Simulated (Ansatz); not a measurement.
`N=C[SiH2]O` + H₂ → `C=N` + `O[SiH3]` at 700 K and 1 bar (hydrogenolysis of a C–Si bond).

Gas-phase electronic energies from Ansatz, PBE0-D4/def2-TZVP geometries. CCSD(T)/CBS adds triple-zeta CCSD(T) − MP2 to the extrapolated MP2 energy (def2 sets, frozen cores). This one scheme is used for every species. One conformer a species, not always the lowest.

| species | CCSD(T)/CBS energy (Eh) | H − E (kJ/mol) | S (J/(mol·K)) |
| --- | --- | --- | --- |
| `N=C[SiH2]O` | -460.03252 | 229.3 | 402.6 |
| H₂ | -1.17544 | 46.8 | 155.3 |
| `C=N` | -94.52360 | 135.6 | 268.6 |
| `O[SiH3]` | -366.69042 | 144.6 | 321.6 |

H − E and S are ideal-gas, rigid-rotor, harmonic terms from PBE0-D4/def2-TZVP, for one conformer and one mirror image of each species. The MP2-based limit puts H₂ 0.8 mEh under its directly extrapolated value; such offsets cancel only in part. 1 Eh = 2625.50 kJ/mol, R = 8.31446 J/(mol·K).

Problem. By hand: ΔE, ΔH, ΔS and ΔG.

Solution. ΔE = (-94.52360) + (-366.69042) − (-460.03252) − (-1.17544) = -0.00606 Eh = -15.9 kJ/mol. Δ(H − E) = 135.6 + 144.6 − 229.3 − 46.8 = 4.1, so ΔH = -11.8 kJ/mol. ΔS = 268.6 + 321.6 − 402.6 − 155.3 = 32.3 J/(mol·K). ΔG = -11.8 − 700 × (32.3)/1000 = -34.4 kJ/mol.

Problem. By hand: the equilibrium constant, and the temperature at which ΔG would vanish if ΔH and ΔS stayed fixed.

Solution. log₁₀ K = −ΔG/(RT ln 10) = 2.6. ΔH and −TΔS have one sign here, so there is no such temperature.

TΔS isn't small against ΔH here. A doubt of 5 kJ/mol in ΔE shifts log₁₀ K by 0.4 here. Other conformers and mirror images would add mixing entropy, several J/(mol·K) or more a flexible species. These are equilibria of isolated gas molecules and say nothing of rates. Largest T1 diagnostic: 0.012 (customary marks: 0.02 for closed shells, 0.045 for open ones).
